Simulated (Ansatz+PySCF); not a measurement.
Results of a calculation; reference values are marked as such.
This PySCF input gave a total energy of -996.38647 hartree.

```python
from pyscf import gto, dft

mol = gto.M(atom="""
S 0.024260 0.043510 -0.004260
F 1.532130 -0.012020 -0.000930
F -1.544600 -0.034530 0.002780
F -0.010640 1.617190 0.032430
F -0.045320 -1.586380 -0.020330
F -0.012090 0.043030 1.558250
F 0.030900 -0.006450 -1.619430
""", basis='def2-svp', charge=0, spin=0)
mf = dft.UKS(mol, xc='wb97x')
mf.kernel()
print(mf.converged, mf.e_tot, mf.spin_square()[0])
```

Q: Write an input for Ansatz with the same method and basis set.

A:

```yaml
crystal:
  periodic: [false, false, false]
  atoms:
    - { symbol: S, position_ang: [0.02426, 0.04351, -0.00426] }
    - { symbol: F, position_ang: [1.53213, -0.01202, -0.00093] }
    - { symbol: F, position_ang: [-1.5446, -0.03453, 0.00278] }
    - { symbol: F, position_ang: [-0.01064, 1.61719, 0.03243] }
    - { symbol: F, position_ang: [-0.04532, -1.58638, -0.02033] }
    - { symbol: F, position_ang: [-0.01209, 0.04303, 1.55825] }
    - { symbol: F, position_ang: [0.0309, -0.00645, -1.61943] }
basis:
  gaussian: { orbitals: def2-SVP }
magnetization:
  spin_polarized: true
hamiltonian:
  xc: { name: wB97X }
scf:
  omitted_lower_state_checks: [stability, starts, atomic_configurations, cluster_reference, orbital_swaps, given_window_search, neighbouring_geometries, increment]
```

Ansatz (development build ahead of 0.2.0) gave -996.38646 hartree, 0.41 meV from the first.
